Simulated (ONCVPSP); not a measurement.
Configuration tests for carbon (C) (ONCV)

ONCVPSP 4.0.1 input, shortened (lines: element, Z, core and valence counts, functional; n l f; lmax; l rc ep ncon nbas qcut; lloc lpopt rc5 dvloc0; l nproj debl; icmod fcfact rcfact), PBE, scalar-relativistic:

```
  C 6.00    1    2        4      upf
    1    0    2.00
    2    0    1.50
    2    1    2.50
    2
    0    0.80    0.00    3    8    6.70
    1    1.50    0.00    4    8    5.60
    2    1.55    0.05    3    6    6.30
    4    1    0.60    1.00
    0    2    3.80
    1    2    1.20
    2    2    2.20
    1    0.60    0.00
```

Energies are relative to the spin-unpolarised reference configuration 2s1.5 2p2.5; without spin polarisation the order of configurations can differ from experiment.

Question: Give the all-electron excitation energy and the error of the potential for: 2s2 2p2; 2s2 2p1; 2s2 2p0; 2s1 2p2.

Answer:

```csv
valence configuration,charge,ΔE all-electron (eV),error AE − PS (meV)
2s2 2p2,0,-4.236,+2.0
2s2 2p1,+1,6.625,+33
2s2 2p0,+2,30.781,+219
2s1 2p2,+1,15.379,-2.4
```
